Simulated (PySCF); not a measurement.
Ga(H)2(SiH3) (GaH₅Si), SMILES [GaH2][SiH3].

The structure is a stationary point at PBE0-D3(BJ)/def2-TZVP.

Method: PBE0-D3(BJ)/def2-TZVP (PySCF).

Frequencies are harmonic and unscaled.

A small imaginary wavenumber (i) marks a very flat motion, where grid noise or a shallow saddle decides the sign.

### Question
Estimate the vibrational spectrum. (Estimate from the structure and the level; the computed values follow.)

### Answer

| mode | ν (cm⁻¹) | IR (km/mol) | Raman (Å⁴/amu) | depolarisation | moving atoms (share of kinetic energy) |
|---|---|---|---|---|---|
| 1 | 9i | 0.3 | 8.7 | 0.75 | H 100 % |
| 2 | 318 | 21.2 | 3.7 | 0.19 | H 77 %, Si 15 % |
| 3 | 331 | 12.8 | 14.7 | 0.18 | Si 44 %, H 34 %, Ga 22 % |
| 4 | 376 | 37.7 | 6.5 | 0.46 | H 90 %, Si 8 % |
| 5 | 540 | 1.1 | 4.2 | 0.73 | H 86 %, Si 10 % |
| 6 | 594 | 47.2 | 3.0 | 0.73 | H 91 % |
| 7 | 746 | 365.7 | 9.6 | 0.61 | H 97 % |
| 8 | 869 | 114.7 | 2.3 | 0.12 | H 92 % |
| 9 | 932 | 38.9 | 14.7 | 0.75 | H 98 % |
| 10 | 942 | 44.6 | 12.8 | 0.75 | H 98 % |
| 11 | 1950 | 178.4 | 337.5 | 0.08 | H 99 % |
| 12 | 1956 | 243.1 | 151.0 | 0.66 | H 98 % |
| 13 | 2194 | 59.4 | 240.4 | 0.08 | H 98 % |
| 14 | 2208 | 79.1 | 168.5 | 0.27 | H 97 % |
| 15 | 2217 | 95.0 | 123.6 | 0.59 | H 96 % |
